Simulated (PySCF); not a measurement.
**revPBE on Ni⁺ (nickel, charge +1)**

Configuration: [Ar] 3d9, 2D determinant. Computed with PySCF 2.14 in aug-cc-pVTZ (8s7p5d3f2g, 93 functions), with no relativity, point nucleus.

```json
{
  "Total energy": "-1507.928 hartree",
  "One-electron energy": "-2088.599 hartree",
  "Hartree (Coulomb) energy": "643.613 hartree",
  "Exchange-correlation energy": "-62.942 hartree",
  "Kinetic energy": "1505.89112 hartree",
  "⟨S²⟩": "0.7789",
  "⟨L²⟩": "6.097",
  "Sum of ⟨r⟩": "17.77 bohr",
  "Sum of ⟨r²⟩": "20.43 bohr²",
  "Traceless quadrupole moment −½Σ⟨3z² − r²⟩ along its main axis": "-0.557 e·bohr²",
  "Density at the nucleus (Gaussians lack the cusp)": "14800 bohr⁻³",
  "Spin density at the nucleus": "0.0793 bohr⁻³",
  "Langevin diamagnetic susceptibility": "-16.2 ×10⁻⁶ cm³/mol"
}
```

```
shell  electrons  mean orbital energy (eV)  spread (eV)  rms radius, mean of both spins (bohr)
 1s α          1                   -8126.8            0                                 0.0634
 1s β          1                   -8126.8            0                                 0.0634
 2s α          1                   -965.78            0                                  0.269
 2s β          1                   -965.22            0                                  0.269
 2p α          3                   -843.36        0.953                                  0.240
 2p β          3                   -842.94        0.529                                  0.240
 3s α          1                   -111.74            0                                  0.810
 3s β          1                   -110.57            0                                  0.810
 3p α          3                   -74.466        1.828                                  0.859
 3p β          3                   -73.314        0.738                                  0.859
 3d α          5                   -13.486        2.058                                   1.26
 3d β          4                   -12.563        1.221                                   1.26
```
